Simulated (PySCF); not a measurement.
Species: C8H12.
Structure used (GFN2-xTB), in Å, numbered top down from 1:
```
atom  x, y, z in Å
C1     4.7508   -0.2037    1.5091
C2     3.6484    0.1850    1.2330
C3     2.3575    0.6584    0.9227
C4     1.6193    0.1741   -0.0734
C5     0.2505    0.6569   -0.4166
C6    -0.7860   -0.4622   -0.2648
C7    -2.1882    0.0053   -0.6452
C8    -3.2177   -1.1067   -0.4871
H9     5.7130   -0.5468    1.7466
H10    1.9903    1.4635    1.5483
H11    2.0037   -0.6336   -0.6831
H12   -0.0235    1.4983    0.2242
H13    0.2429    1.0040   -1.4550
H14   -0.5008   -1.3072   -0.8963
H15   -0.7862   -0.8088    0.7715
H16   -2.1844    0.3528   -1.6812
H17   -2.4688    0.8518   -0.0140
H18   -2.9680   -1.9522   -1.1245
H19   -4.2083   -0.7516   -0.7611
H20   -3.2497   -1.4531    0.5436
```

The closed-shell SCF was solved with PySCF and density fitting under several settings on one GFN2-xTB geometry (grid level 2 and gas phase unless stated).

```csv
settings,basis functions,SCF cycles,E (Eh),HOMO (eV),LUMO (eV),dipole (D)
"HF/pcSseg-1, fitting basis def2-universal-jkfit",196,12,-309.7987,-8.98,3.23,1.31
"PBE0/6-31G*, grid level 3, start guess huckel",136,14,-311.5951,-6.46,-0.23,1.14
```

**Question.** Estimate the rows for these settings: (1) B97-2/pcSseg-0; (2) wB97X-D/6-31++G**, energy threshold 1e-07 Eh.

**Answer.** 
```tsv
settings	basis functions	SCF cycles	E (Eh)	HOMO (eV)	LUMO (eV)	dipole (D)
B97-2/pcSseg-0	96	13	-311.1943	-6.64	-0.58	1.07
wB97X-D/6-31++G**, energy threshold 1e-07 Eh	216	8	-311.8983	-8.49	1.06	1.31
```

**Question.** Over all rows, what range does the HOMO–LUMO gap span?

**Answer.** From 6.06 eV (B97-2/pcSseg-0) to 12.21 eV (HF/pcSseg-1, fitting basis def2-universal-jkfit). The functional of the narrowest has 21 % exact exchange, that of the widest 100 % exact exchange.

**Question.** And the dipole moment?

**Answer.** From 1.07 D to 1.31 D; the largest is 1.22 times the smallest, and the median is 1.23 D.

wB97X-D ran without the empirical dispersion term, which would shift the total energy alone. Cycle counts include a coarse-grid stage where the run had one. All basis functions are spherical, in the Pople sets too.

One conformer stands for the species.
